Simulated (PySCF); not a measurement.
**Core-level binding energies of `[C]1[C]2[Si][C]12`**

Compound: C3Si (singlet state).
Numbering: `[C:1]1[C:2]2[Si:3][C:4]12`

Geometry (PBE0-D3(BJ)/def2-SVP, Å), atoms numbered from 1 in this order:
```
atom  x, y, z in Å
C1    -1.295   -0.263   -0.241
C2    -0.011    0.142   -0.730
Si3    1.536    0.294    0.263
C4    -0.193   -0.199    0.674
```

Method: delta-SCF UKS SCAN, pcX-2 on the ionised atom, pcseg-1 elsewhere, spin-free X2C (PySCF 2.14.0). Vertical ΔSCF values, vacuum level as zero.

Task: List the computed XPS lines with their assignment.

Result: 
```tsv
atom(s)	bonded to	level	binding energy (eV)	above the level's lowest (eV)	count
C1	2 C	C 1s	292.36	+0.39	1
C2/C4	2 C and Si	C 1s	291.97	0.00	2
```

The listed C 1s values span 0.39 eV, from C2/C4 (bonded to 2 C and Si) to C1 (bonded to 2 C).

Task: Which photon energy gives electrons from C 1s of C2/C4 a kinetic energy of 200 eV, and what is their de Broglie wavelength?

Result: hν = 291.97 + 200 = 491.97 eV, recoil neglected; λ = 12.264 Å/√(E/eV) = 0.87 Å.

The first atom of each set that the bonding makes equivalent was ionised and stands for the set. Not every level is listed. Spin contamination (⟨S²⟩ against 0.75 for a pure doublet) is marked for C 1s of C1 (0.87), which makes this value less certain. No level of silicon is listed. Geometry: PBE0-D3(BJ)/def2-SVP; no solvent, vibrations or thermal averaging.
